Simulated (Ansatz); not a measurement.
Start from `[F][Hf]([Cl])([Cl])[Cl]` and change one element to get `[F][Ti]([Cl])([Cl])[Cl]`.

Ansatz, PBE0-D4/def2-TZVP geometries, multiplicity 1. 

Elements past krypton have def2 core potentials. Scalar relativity is left out up to krypton.

```
                                          property  `[F][Hf]([Cl])([Cl])[Cl]`
             HOMO–LUMO gap (B3LYP/def2-TZVPP) / eV                       7.33
size of the dipole moment (ωB97M-V/def2-TZVPP) / D                       0.06
             HOMO energy (ωB97M-V/def2-TZVPP) / eV                     -11.90
  size of the dipole moment (B3LYP/def2-TZVPP) / D                       0.12
                HOMO energy (PBE0/def2-TZVPP) / eV                      -9.70
                 HOMO energy (PBE/def2-TZVPP) / eV                      -8.29
```

Problem. What does the change do to each property? (An estimate is asked.)

Solution. Ansatz gave: 
```tsv
property	`[F][Ti]([Cl])([Cl])[Cl]`	shift
HOMO–LUMO gap (B3LYP/def2-TZVPP) / eV	5.48	-1.85
size of the dipole moment (ωB97M-V/def2-TZVPP) / D	0.22	0.16
HOMO energy (ωB97M-V/def2-TZVPP) / eV	-11.81	0.09
size of the dipole moment (B3LYP/def2-TZVPP) / D	0.31	0.19
HOMO energy (PBE0/def2-TZVPP) / eV	-9.66	0.04
HOMO energy (PBE/def2-TZVPP) / eV	-8.28	0.01
```

Dipoles are sizes alone; their direction can turn.

B3LYP here is the variant with VWN-RPA as its local correlation; programs differ in this.
